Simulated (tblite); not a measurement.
Compound: C5H12OSSi2.
Atom-mapped SMILES: `[CH2:1]=[CH:2][SiH2:3][CH2:4][SiH2:5][O:6][C:7]([CH3:8])=[S:9]` (hydrogens: H10, H11 on C1; H12 on C2; H13, H14 on Si3; H15, H16 on C4; H17, H18 on Si5; H19, H20, H21 on C8)

Computed with GFN2-xTB (tblite), gas phase: L-BFGS steps from a force-field or distance-geometry start until the largest atomic force falls under 0.01 eV/Å.

The end geometry, which sets the zero of energy:
```
atom  x, y, z in Å
C1     -4.0161    0.7786   -0.0733
C2     -3.8052   -0.5128    0.1302
Si3    -2.1242   -1.3501    0.2918
C4     -0.7209   -0.0861    0.1499
Si5     0.9609   -0.9111    0.3281
O6      1.9838    0.3884    0.1251
C7      3.2927    0.3333    0.1558
C8      3.9874    1.6376   -0.0547
S9      4.0940   -1.0598    0.4049
H10    -5.0061    1.2016   -0.1580
H11    -3.2014    1.4789   -0.1653
H12    -4.6699   -1.1610    0.2125
H13    -1.9876   -2.3557   -0.7686
H14    -2.0497   -2.0217    1.5947
H15    -0.8418    0.6808    0.9139
H16    -0.7859    0.4232   -0.8107
H17     1.1947   -1.4668    1.6567
H18     1.2443   -1.8812   -0.7242
H19     3.7161    2.0434   -1.0295
H20     3.6626    2.3523    0.7016
H21     5.0633    1.5051    0.0006
```

**Question.** These geometries come from the run, each turned onto the end geometry. Order them by energy, lowest first.
A.
```
atom  x, y, z in Å
C1     -4.0598    0.7716    0.0936
C2     -3.7927   -0.5164   -0.0593
Si3    -2.1247   -1.3394    0.2545
C4     -0.7061   -0.0894    0.1261
Si5     0.9667   -0.9023    0.4149
O6      1.9942    0.3736    0.1037
C7      3.3030    0.3279    0.1471
C8      3.9927    1.6203   -0.1418
S9      4.1077   -1.0335    0.5251
H10    -5.0360    1.1932   -0.0970
H11    -3.3078    1.4718    0.4200
H12    -4.5977   -1.1641   -0.3888
H13    -1.9437   -2.3883   -0.7536
H14    -2.1190   -1.9500    1.5900
H15    -0.8531    0.7092    0.8510
H16    -0.7278    0.3842   -0.8544
H17     1.1796   -1.3248    1.7965
H18     1.2565   -1.9690   -0.5379
H19     3.5961    2.0684   -1.0526
H20     3.8004    2.3137    0.6789
H21     5.0625    1.4601   -0.2346
```
B.
```
atom  x, y, z in Å
C1     -4.1911    0.6906    0.1274
C2     -3.8206   -0.5704   -0.0330
Si3    -2.1107   -1.2548    0.3779
C4     -0.7214   -0.0371   -0.0788
Si5     0.9516   -0.8555    0.2195
O6      2.0368    0.4042    0.0865
C7      3.3407    0.3232    0.2111
C8      4.0926    1.5946   -0.0176
S9      4.0994   -1.0647    0.5945
H10    -5.1875    1.0355   -0.1053
H11    -3.5071    1.4408    0.4917
H12    -4.5639   -1.2684   -0.4018
H13    -1.9032   -2.4996   -0.3768
H14    -2.0626   -1.5249    1.8234
H15    -0.8172    0.8729    0.5126
H16    -0.8222    0.2721   -1.1197
H17     1.0619   -1.4348    1.5540
H18     1.2792   -1.8410   -0.8065
H19     3.5588    2.2252   -0.7299
H20     4.1801    2.1362    0.9283
H21     5.0974    1.3727   -0.3758
```
C.
```
atom  x, y, z in Å
C1     -4.0062    0.7952    0.0400
C2     -3.7907   -0.5111    0.0106
Si3    -2.1201   -1.3648    0.1918
C4     -0.7176   -0.0925    0.2003
Si5     0.9622   -0.9058    0.4379
O6      1.9793    0.3802    0.1447
C7      3.2879    0.3446    0.2001
C8      3.9697    1.6175   -0.1785
S9      4.0998   -0.9912    0.6478
H10    -4.9903    1.2260   -0.0719
H11    -3.2024    1.5014    0.1739
H12    -4.6460   -1.1628   -0.1273
H13    -1.9415   -2.2891   -0.9340
H14    -2.1004   -2.1298    1.4445
H15    -0.8906    0.6269    0.9993
H16    -0.7304    0.4728   -0.7307
H17     1.1820   -1.3829    1.7985
H18     1.2672   -1.9363   -0.5487
H19     3.6336    1.9322   -1.1665
H20     3.6984    2.4017    0.5288
H21     5.0471    1.4848   -0.1791
```
D.
```
atom  x, y, z in Å
C1     -4.0569    0.7101   -0.1101
C2     -3.5868   -0.5279   -0.1023
Si3    -2.0173   -0.9429    0.8536
C4     -0.5950   -0.0898   -0.1058
Si5     1.0034   -1.1031   -0.1630
O6      2.1259    0.0114   -0.6230
C7      3.3744    0.1979   -0.2474
C8      3.6057    1.5021    0.4387
S9      4.5239   -0.9277   -0.4453
H10    -4.9208    1.0167   -0.6757
H11    -3.5760    1.4864    0.4635
H12    -4.0804   -1.2900   -0.6918
H13    -1.8017   -2.3881    0.9952
H14    -2.0911   -0.3500    2.1960
H15    -0.4077    0.8948    0.3387
H16    -0.9157    0.1133   -1.1304
H17     1.4605   -1.5102    1.1699
H18     0.9897   -2.2220   -1.1074
H19     2.6432    1.9981    0.5237
H20     4.0209    1.3060    1.4291
H21     4.2929    2.1318   -0.1250
```
E.
```
atom  x, y, z in Å
C1     -4.2050    0.7178   -0.1089
C2     -3.7064   -0.5086   -0.0688
Si3    -2.1000   -0.9873    0.8012
C4     -0.6356   -0.2182   -0.1391
Si5     1.0160   -1.1196    0.0365
O6      2.0332    0.1896    0.1744
C7      3.3255    0.2867   -0.0123
C8      3.9085    1.6286    0.2945
S9      4.2391   -0.9555   -0.5302
H10    -5.1271    0.9596   -0.6182
H11    -3.7104    1.5455    0.3758
H12    -4.2530   -1.2984   -0.5715
H13    -1.9835   -2.4496    0.8052
H14    -2.1348   -0.4813    2.1777
H15    -0.5162    0.8171    0.1795
H16    -0.9021   -0.1718   -1.1945
H17     1.2005   -1.8906    1.2635
H18     1.3588   -1.9118   -1.1391
H19     3.1298    2.3861    0.2957
H20     4.3676    1.6009    1.2822
H21     4.6862    1.8777   -0.4221
```

**Answer.** C (0.005 eV), A (0.012 eV), B (0.044 eV), E (0.104 eV), D (0.325 eV).

In the order of the answer:

```tsv
step	E above end (eV)	largest force (eV/Å)	rms force component (eV/Å)	rms distance from end (Å)	rms bond change (Å)	bond most changed (Å)
196	0.005	0.01	0.006	0.174	0.000	Si5–O6 -0.001
154	0.012	0.04	0.015	0.221	0.001	Si3–H13 -0.002
137	0.044	0.11	0.035	0.362	0.003	Si3–C4 +0.009
60	0.104	0.06	0.019	0.830	0.003	Si3–C4 +0.009
12	0.325	0.22	0.075	0.958	0.008	Si3–C4 +0.022
```

What follows is the cost of the whole relaxation. On one thread, Arm Neoverse N1 (aarch64), shared host with 64 logical CPUs at a one-minute load of 59, this took 4.6 s of wall time.
